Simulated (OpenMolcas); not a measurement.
Computed levels of 4d2 in ions with 38 electrons, in cm-1 above 3F2.

```yaml
Program: OpenMolcas
Method: SS-CASPT2, IPEA 0.25 Eh, imaginary shift 0.1 Eh
Basis: ANO-RCC-VTZP
Scalar_Hamiltonian: DKH2, point nucleus
Spin-orbit_coupling: state interaction with AMFI integrals over the reference wave functions, term energies averaged over their components
```

Active space for each ion: 2 electrons in 10 orbitals (4d 5d); closed shells correlated by CASPT2: 4s 4p.

```csv
Level,Zr2+,Mo4+,Tc5+,Ru6+,Rh7+
3F3,695,1531,2100,2750,3560
3F4,1515,3270,4420,5720,7280
1D2,6000,10170,11710,13230,14910
3P0,8510,11820,13100,14380,15800
3P1,8780,12430,13960,15560,17370
3P2,9300,13840,16010,18350,21090
1G4,11800,17090,19310,21690,24290
1S0,24240,38420,43530,48820,54030
```

Problem. Estimate 3F4, 1D2, 3P0 for Nb3+ from its neighbours Zr2+ and Mo4+.

Solution. 3F4 is fine structure, which grows about as the fourth power of a screened charge, so the fourth roots are averaged: ((1515^0.25 + 3270^0.25) / 2)^4 = 2267. The calculation gives 2360, so the estimate is off by -3.9 %.
1D2 is another term, which grows about linearly with the charge: (6000 + 10170) / 2 = 8085. The calculation gives 8040, so the estimate is off by +0.6 %.
3P0 is another term, which grows about linearly with the charge: (8510 + 11820) / 2 = 10165. The calculation gives 10130, so the estimate is off by +0.3 %.

Mixed levels, with the weight of the term that names them: Ru6+ 1D2 (73 %), Rh7+ 1D2 (69 %), Rh7+ 3P2 (72 %).

Term energies are means over components that CASPT2 splits; among the terms shown or strongly mixed into the levels shown the widest spread is 870 cm-1 (4d2 3F, Ru6+). Active for correlation alone: 5d; no level in the range computed is led by a configuration that fills it, so any true level of that kind is missing. Only configurations of the active space appear.
